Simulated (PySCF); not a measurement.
Radial density of Sn²⁴⁺ (tin, charge +24)

M06-L, [Ar] 3d8, high-spin 3F determinant. All numbers are calculated (PySCF 2.14, the spin-free X2C one-electron Hamiltonian (Gaussian nucleus), in an even-tempered Gaussian basis (19 s from 2.9 bohr⁻², ratio 2.5; 13 p from 3.8 bohr⁻², ratio 2.5; 8 d from 3.8 bohr⁻², ratio 2.5; 4 f from 17 bohr⁻², ratio 2.7; 3 g from 26 bohr⁻², ratio 2.7)).

| r (bohr) | 4πr²ρ (e/bohr) | 4πr²(ρα − ρβ) |
| --- | --- | --- |
| 0.0213 | 64.67 | 0.0018 |
| 0.0358 | 55.67 | 0.0224 |
| 0.0601 | 66.66 | 0.2362 |
| 0.101 | 78.95 | 1.5873 |
| 0.170 | 50.93 | 5.4062 |
| 0.286 | 58.19 | 6.7498 |
| 0.481 | 16.68 | 1.6510 |
| 0.810 | 0.2417 | 0.0259 |
| 1.36 | 0.0001212 | 0.0000 |

Densities and radii are taken from the X2C orbitals without a picture-change correction, which distorts them close to the nucleus.

Spin-orbit coupling, absent here, splits the open shell strongly.
